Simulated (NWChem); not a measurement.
System: CH3F3Si; SMILES C[Si](F)(F)F

Input file for NWChem:

```
start job
memory heap 200 mb stack 900 mb global 1100 mb
geometry units angstroms noautosym nocenter noautoz
  C      0.000000     0.000000     1.833273
  Si     0.000000     0.000000    -0.010995
  F     -0.839268    -1.248328    -0.613891
  F      1.500718    -0.102663    -0.613891
  F     -0.661450     1.350992    -0.613891
  H     -1.034892     0.074186     2.221692
  H      0.581693     0.859150     2.221692
  H      0.453199    -0.933336     2.221692
end
basis spherical
  * library def2-svp
end
dft
  xc b3lyp
  iterations 150
  mulliken
end
task dft energy
esp
  recalculate
  probe 0.07
  range 0.3
  factor 1.0
  spacing 0.02
end
task esp
```

Output (shortened):

```
             Northwest Computational Chemistry Package (NWChem) 7.3.0
             --------------------------------------------------------

                             Geometry "geometry" -> ""
                             -------------------------

 Output coordinates in angstroms (scale by  1.889725989 to convert to a.u.)

  No.       Tag          Charge          X              Y              Z
 ---- ---------------- ---------- -------------- -------------- --------------
    1 C                    6.0000     0.00000000     0.00000000     1.83327300
    2 Si                  14.0000     0.00000000     0.00000000    -0.01099500
    3 F                    9.0000    -0.83926800    -1.24832800    -0.61389100
    4 F                    9.0000     1.50071800    -0.10266300    -0.61389100
    5 F                    9.0000    -0.66145000     1.35099200    -0.61389100
    6 H                    1.0000    -1.03489200     0.07418600     2.22169200
    7 H                    1.0000     0.58169300     0.85915000     2.22169200
    8 H                    1.0000     0.45319900    -0.93333600     2.22169200

 Effective nuclear repulsion energy (a.u.)     258.1140984588

                                 NWChem DFT Module
                                 -----------------

 Summary of "ao basis" -> "ao basis" (spherical)
 ------------------------------------------------------------------------------
       Tag                 Description            Shells   Functions and Types
 ---------------- ------------------------------  ------  ---------------------
 C                          def2-svp                 6       14   3s2p1d
 Si                         def2-svp                 8       18   4s3p1d
 F                          def2-svp                 6       14   3s2p1d
 H                          def2-svp                 3        5   2s1p

            General Information
            -------------------
          SCF calculation type: DFT
          Wavefunction type:  closed shell.
          No. of atoms     :     8
          No. of electrons :    50
           Alpha electrons :    25
            Beta electrons :    25
          Charge           :     0
          Spin multiplicity:     1
          Use of symmetry is: off; symmetry adaption is: off
          Maximum number of iterations: 150
          AO basis - number of functions:    89
                     number of shells:    41
          Convergence on energy requested:  1.00D-06
          Convergence on density requested:  1.00D-05
          Convergence on gradient requested:  5.00D-04

              XC Information
              --------------
                         B3LYP Method XC Potential
                     Hartree-Fock (Exact) Exchange  0.200
                        Slater Exchange Functional  0.800 local
                    Becke 1988 Exchange Functional  0.720 non-local
              Lee-Yang-Parr Correlation Functional  0.810
                  VWN I RPA Correlation Functional  0.190 local

             Grid Information
             ----------------
          Grid used for XC integration:  medium
          Radial quadrature: Mura-Knowles
          Angular quadrature: Lebedev.
          Tag              B.-S. Rad. Rad. Pts. Rad. Cut. Ang. Pts.
          ---              ---------- --------- --------- ---------
          C                   0.70       49           8.0       434
          Si                  1.10       88           8.0       590
          F                   0.50       49          10.0       434
          H                   0.35       45           9.0       434
          Grid pruning is: on
          Number of quadrature shells:   419
          Spatial weights used:  Erf1

      Superposition of Atomic Density Guess
      -------------------------------------

 Sum of atomic energies:        -625.73872599

      Non-variational initial energy
      ------------------------------

 Total energy =    -627.003057
 1-e energy   =   -1383.347365
 2-e energy   =     498.230209
 HOMO         =      -0.446273
 LUMO         =       0.061821

     ---------------------------------------------
      Total Density - Mulliken Population Analysis
     ---------------------------------------------

    Atom       Charge   Shell Charges
 -----------   ------   -------------------------------------------------------
    1 C    6     6.58   1.99  0.95  0.29  2.08  1.25  0.01
    2 Si  14    12.17   2.00  1.99  0.75  0.07  5.93  0.74  0.34  0.34
    3 F    9     9.57   1.99  1.14  0.78  3.50  2.14  0.00
    4 F    9     9.57   1.99  1.14  0.78  3.50  2.14  0.00
    5 F    9     9.57   1.99  1.14  0.78  3.50  2.14  0.00
    6 H    1     0.85   0.64  0.18  0.03
    7 H    1     0.85   0.64  0.18  0.03
    8 H    1     0.85   0.64  0.18  0.03

   convergence    iter        energy       DeltaE   RMS-Dens  Diis-err
 ---------------- ----- ----------------- --------- --------- ---------
 d= 0,ls=0.0,diis     1   -628.6939629037 -8.87D+02  1.66D-02  9.65D-01
 d= 0,ls=0.0,diis     2   -628.6426872437  5.13D-02  8.17D-03  1.86D+00
 d= 0,ls=0.0,diis     3   -628.7968762491 -1.54D-01  9.90D-04  1.75D-02
 d= 0,ls=0.0,diis     4   -628.7980726122 -1.20D-03  3.78D-04  1.47D-03
 d= 0,ls=0.0,diis     5   -628.7982183658 -1.46D-04  9.72D-05  1.71D-04
  Resetting Diis
 d= 0,ls=0.0,diis     6   -628.7982413892 -2.30D-05  1.51D-05  1.88D-06
 d= 0,ls=0.0,diis     7   -628.7982416254 -2.36D-07  3.51D-06  6.02D-08

         Total DFT energy =     -628.798241625351
      One electron energy =    -1385.966110593397
           Coulomb energy =      558.055105166144
    Exchange-Corr. energy =      -59.001334656941
 Nuclear repulsion energy =      258.114098458844

 Numeric. integr. density =       49.999999662549

                       DFT Final Molecular Orbital Analysis
                       ------------------------------------

 Vector   23  Occ=2.000000D+00  E=-4.173462D-01
              MO Center= -1.9D-01,  1.8D-01,  3.6D-01, r^2= 3.7D+00
   Bfn.  Coefficient  Atom+Function         Bfn.  Coefficient  Atom+Function
  ----- ------------  ---------------      ----- ------------  ---------------
    66      0.356735  5 F  pz                 5      0.264648  1 C  py
    69     -0.252439  5 F  pz                38     -0.236241  3 F  pz
    85     -0.227732  8 H  s                 65      0.189009  5 F  py
    37      0.173544  3 F  py                41      0.167173  3 F  pz
    51      0.149960  4 F  py                80      0.150052  7 H  s

 Vector   24  Occ=2.000000D+00  E=-4.127566D-01
              MO Center=  5.6D-06,  6.0D-06, -6.1D-01, r^2= 2.7D+00
   Bfn.  Coefficient  Atom+Function         Bfn.  Coefficient  Atom+Function
  ----- ------------  ---------------      ----- ------------  ---------------
    51      0.393605  4 F  py                64     -0.354334  5 F  px
    36      0.327407  3 F  px                54     -0.276771  4 F  py
    67      0.249158  5 F  px                39     -0.230223  3 F  px
    37     -0.220117  3 F  py                65     -0.173483  5 F  py
    40      0.154781  3 F  py                68      0.121987  5 F  py

 Vector   25  Occ=2.000000D+00  E=-3.732217D-01
              MO Center= -6.8D-07, -6.1D-07,  9.1D-01, r^2= 2.6D+00
   Bfn.  Coefficient  Atom+Function         Bfn.  Coefficient  Atom+Function
  ----- ------------  ---------------      ----- ------------  ---------------
     6      0.412997  1 C  pz                 9      0.238481  1 C  pz
    24     -0.219020  2 Si pz                38     -0.212388  3 F  pz
    52     -0.212387  4 F  pz                66     -0.212387  5 F  pz
    17     -0.190210  2 Si s                  3     -0.170764  1 C  s
    41      0.141988  3 F  pz                55      0.141987  4 F  pz

[...]

                     NWChem Electrostatic Potential Fit Module
                     -----------------------------------------

 Atom parameters

 Number of atoms is                                    8
 Number of basis functions is                         89

 Grid parameters

 Maximum number of grid points is                  37111
 Number of grid points is                          37110
 Grid range                                     0.300000 nm
 Grid spacing                                   0.020000 nm
 Probe radius                                   0.070000 nm
 Atom radius factor                             1.000000

 Atomic radii

    1    0.100000
    6    0.147000
    9    0.128000
   14    0.187000
 FASTESP  F
  using M.O. file = ./job.movecs

    Atom              Coordinates                           Charge

                                                  ESP

    1 C     0.000000    0.000000    0.183327   -0.554728
    2 Si    0.000000    0.000000   -0.001100    1.188764
    3 F    -0.083927   -0.124833   -0.061389   -0.353717
    4 F     0.150072   -0.010266   -0.061389   -0.353559
    5 F    -0.066145    0.135099   -0.061389   -0.353699
    6 H    -0.103489    0.007419    0.222169    0.142570
    7 H     0.058169    0.085915    0.222169    0.141981
    8 H     0.045320   -0.093334    0.222169    0.142388
                                            ------------
                                                0.000000

 Dipole moment                                  1.076787

 Quadrupole moment Qxx                         -1.263789
                   Qyy                         -1.271137
                   Qzz                          2.534926

 RMS deviation kJ/mol                           0.037516

 RRMS %                                        16.108968
```

Level: B3LYP/def2-SVP. The geometry was optimised at PBE-D3(BJ)/def2-SVP. B3LYP is NWChem's, with the RPA form of VWN correlation.
